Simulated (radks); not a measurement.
Results of a calculation; reference values are marked as such.
Task: Eu4+, 59 electrons, occupied as [Xe] 4f5. Level of theory: Dirac Kohn-Sham, LDA (Slater exchange, Perdew-Wang correlation), spin-unpolarised, spherical densities, point nucleus; open shells fill j = l - 1/2 first (a radial shooting solver on a logarithmic mesh with Libxc functionals).

Spin-orbit splittings of the eigenvalues, e(l+1/2) - e(l-1/2), with zeta = 2 splitting/(2l+1) and mean radii in bohr:

| shell | occ. | splitting (eV) | zeta (eV) | <r> j=l-1/2 | <r> j=l+1/2 |
|---|---|---|---|---|---|
| 2p | 6 | 647.2 | 431.4 | 0.07910 | 0.08583 |
| 3p | 6 | 131.8 | 87.88 | 0.2390 | 0.2520 |
| 3d | 10 | 28.70 | 11.48 | 0.2237 | 0.2277 |
| 4p | 6 | ? | ? | 0.5769 | 0.6060 |
| 4d | 10 | 5.357 | 2.143 | 0.6421 | 0.6522 |
| 4f | 5 | 0.7393 | 0.2112 | 0.8193 | 0.8273 |
| 5p | 6 | 4.718 | 3.146 | 1.445 | 1.520 |

Estimate the 4p splitting.

Result: 29.56 eV (zeta = 19.70 eV).
